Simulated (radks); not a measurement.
Species: Hg79+. Configuration: 1s0.75 2s0.25 (fractional occupations, a model configuration). Method: scalar-relativistic Kohn-Sham, PBEsol, spin-polarised, spherical densities, finite nucleus; open shells are filled with parallel spins first (spin-orbit coupling, left out, can overturn this in heavy ions); Fermi nuclear charge, rms radius 5.4648 fm; computed with a radial shooting solver on a logarithmic mesh with Libxc functionals.

Radial electron density D(r) = 4 pi r^2 rho(r):

```
   r/bohr * D(r) (the largest magnitude, 36.7, reaches the edge; | marks zero)
0.0008291 |   *
0.0009966 |     *
 0.001208 |      *
 0.001452 |         *
 0.001759 |           *
 0.002114 |               *
 0.002541 |                   *
 0.003079 |                        *
 0.003701 |                              *
 0.004449 |                                    *
  0.00539 |                                          *
 0.006479 |                                               *
 0.007788 |                                                    *
 0.009437 |                                                      *
  0.01134 |                                                     *
  0.01374 |                                                 *
  0.01652 |                                          *
  0.01986 |                                 *
  0.02406 |                       *
  0.02892 |               *
  0.03477 |         *
  0.04212 |       *
  0.05063 |      *
  0.06086 |     *
  0.07375 |    *
  0.08864 |  *
   0.1074 |*
   0.1291 *
   0.1552 *
    0.188 *
    0.226 *
```

D(r) has 1 maximum, at r = 0.00998 bohr.
